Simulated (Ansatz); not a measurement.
Mulliken charges of BGeH$_{6}$N (`B[NH][GeH3]`) from PBE/def2-TZVPP in Ansatz (PBE0-D4/def2-TZVP geometry).

```json
{"atom": "B1", "x (Å)": "-0.874", "y (Å)": "0.630", "z (Å)": "-1.163", "charge (e)": "-0.113"}
{"atom": "N2", "x (Å)": "-0.023", "y (Å)": "0.687", "z (Å)": "-0.063", "charge (e)": "-0.188"}
{"atom": "Ge3", "x (Å)": "0.665", "y (Å)": "-0.761", "z (Å)": "0.867", "charge (e)": "0.192"}
{"atom": "H4", "x (Å)": "-1.218", "y (Å)": "-0.441", "z (Å)": "-1.581", "charge (e)": "-0.014"}
{"atom": "H5", "x (Å)": "-1.249", "y (Å)": "1.647", "z (Å)": "-1.675", "charge (e)": "-0.012"}
{"atom": "H6", "x (Å)": "0.254", "y (Å)": "1.598", "z (Å)": "0.273", "charge (e)": "0.153"}
{"atom": "H7", "x (Å)": "2.202", "y (Å)": "-0.715", "z (Å)": "0.805", "charge (e)": "-0.012"}
{"atom": "H8", "x (Å)": "0.115", "y (Å)": "-2.015", "z (Å)": "0.185", "charge (e)": "0.007"}
{"atom": "H9", "x (Å)": "0.217", "y (Å)": "-0.676", "z (Å)": "2.336", "charge (e)": "-0.012"}
```

**Question.** By hand: the dipole of these point charges (1 e Å = 4.8032 D).

**Answer.** Σ q r = (0.273, -0.113, 0.357) e Å, of length 0.463 e Å = 2.22 D.

**Question.** How does the dipole of the full density compare? (An estimate is asked.)

**Answer.** The calculation gave: (0.231, 0.029, 0.298) e Å, 1.82 D; the point charges give 1.22 times that, at 19° from its direction.

Point charges leave out the atoms' own dipoles, such as those of lone pairs, and Mulliken's split depends on the basis, so the two needn't agree.
